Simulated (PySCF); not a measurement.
A GIAO shielding run with PySCF 2.14 (density fitting, non-relativistic, gas phase) on SMILES C([SiH2][C@@H](F)Cl)C[SiH3], C3H10ClFSi2:

```
$ OMP_NUM_THREADS=1 python probes_run.py task.json out

{"job": {"kind": "nmr", "xc": "PBE0", "basis": "pcSseg-1"}, "charge": 0, "multiplicity": 1}
F      3.270513    -0.062974     1.088519
C      2.675491     0.940404     0.377162
Cl     3.075874     0.710581    -1.344743
Si     0.753759     0.899105     0.592958
C      0.195034    -0.821213     0.030789
C     -1.285287    -1.129844     0.266789
Si    -2.488350    -0.147065    -0.830400
H      3.160267     1.867744     0.689729
H      0.516947     1.129912     2.022489
H      0.262854     2.010367    -0.220709
H      0.802139    -1.563087     0.561828
H      0.422567    -0.950078    -1.030625
H     -1.448487    -2.196159     0.088169
H     -1.524930    -0.959886     1.318215
H     -2.106936    -0.312797    -2.234065
H     -3.839398    -0.672905    -0.621835
H     -2.449056     1.269926    -0.465256
```

Hardware: 1 thread of an Arm Neoverse V2, shared host. The job also computes population analyses, field gradients.

Task: How large is the calculation?

Result: 82 electrons, 190 basis functions and 1057 auxiliary functions.

Task: How long does it take, and how much memory does it need?

Result: 38 s of wall time, with 13 SCF cycles and 4 response iterations; peak memory 0.84 GiB. Times on a shared host scatter by some tens of per cent.
